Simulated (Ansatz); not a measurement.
```xyz
26

C    -1.3715    1.7142   -0.2767
Ti    0.1045    0.1485   -0.3882
F     0.6734    0.6212   -2.0453
C    -1.6980   -1.0660   -1.4304
C    -1.9376   -1.0575   -0.0360
C    -0.9084   -1.7816    0.5832
C    -0.0149   -2.2176   -0.4258
C    -0.5272   -1.7956   -1.6671
C     2.4106    0.3897    0.1826
C     1.8260   -0.4227    1.1711
C     0.8753    0.3534    1.8678
C     0.8847    1.6476    1.3122
C     1.8302    1.6686    0.2705
H    -2.1110    1.5501   -1.0624
H    -0.8588    2.6581   -0.4764
H    -1.8929    1.7950    0.6800
H    -2.2832   -0.5529   -2.1775
H    -2.7625   -0.5723    0.4614
H    -0.8060   -1.9622    1.6416
H     0.8812   -2.7999   -0.2778
H    -0.0455   -1.9206   -2.6244
H     3.1319    0.0726   -0.5555
H     2.0592   -1.4587    1.3602
H     0.2508    0.0203    2.6824
H     0.2695    2.4740    1.6280
H     2.0201    2.4942   -0.3977
```

Total charge 0; spin multiplicity 1.

**Question.** List the CAM-B3LYP/def2-TZVPP orbital energies in eV (Ansatz 0.2.0). (Best estimate.)

**Answer.** The calculation gave: Occupied: -4870.41, -671.65, -544.44, -455.08, -454.99, -454.97, -279.24, -279.19, -279.18, -279.18, -279.15, -279.12, -279.11, -279.09, -279.00, -278.97, -277.61, -67.42, -43.41, -43.16, -42.92, -31.74, -26.73, -26.50, -21.96, -21.87, -21.79, -21.65, -19.92, -17.22, -17.16, -16.96, -16.92, -16.78, -16.54, -13.55, -13.04, -13.01, -12.95, -12.88, -12.63, -12.60, -12.59, -12.44, -12.34, -12.30, -12.24, -12.02, -11.73, -11.67, -9.08, -8.63, -8.46, -8.44, -7.81. Lowest empty: -0.26, 0.42, 0.63, 0.85, 0.88, 1.03, 2.23, 2.33.
